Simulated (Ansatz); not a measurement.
System: BiBr2, charge 1, multiplicity 1. It need not be the lowest isomer of its formula. 
Coordinates optimised at B3LYP-D3(BJ)/def2-TZVP (Ansatz, a first-principles code):
SMILES: [Br][Bi+][Br]
```xyz
3

Bi     0.6344     0.3168     0.1877
Br    -1.1065     1.0721    -1.4686
Br    -0.3980    -1.8234     1.0235
```
Charge +1, spin multiplicity 1.

Computed values are from Ansatz. Correlated levels leave the core frozen unless marked. Open shells are spin-unrestricted. No spin-orbit coupling. The frozen core is the preceding noble-gas configuration, with the filled d and f shells of earlier blocks. Past Kr the def2 sets carry scalar-relativistic core potentials. CBS marks a two-point X^-3 extrapolation of the correlation energy; Hartree-Fock from the larger set. The bracket is a focal-point correction in the basis named.

| Quantity | Value |
|---|---|
| vertical ionisation energy (to the doublet) | 15.86 eV at RI-MP2/CBS(def2-TZVPPD,def2-QZVPPD)+[CCSD(T)-MP2]/def2-TZVPPD |
| vertical electron affinity (to the doublet; negative means unbound) | 7.93 eV at RI-MP2/CBS(def2-TZVPPD,def2-QZVPPD)+[CCSD(T)-MP2]/def2-TZVPPD |
| total energy | -5358.8352 Eh at RI-MP2/CBS(def2-TZVPPD,def2-QZVPPD)+[CCSD(T)-MP2]/def2-TZVPPD |
| T1 diagnostic | 0.022 at CCSD/def2-TZVPPD |
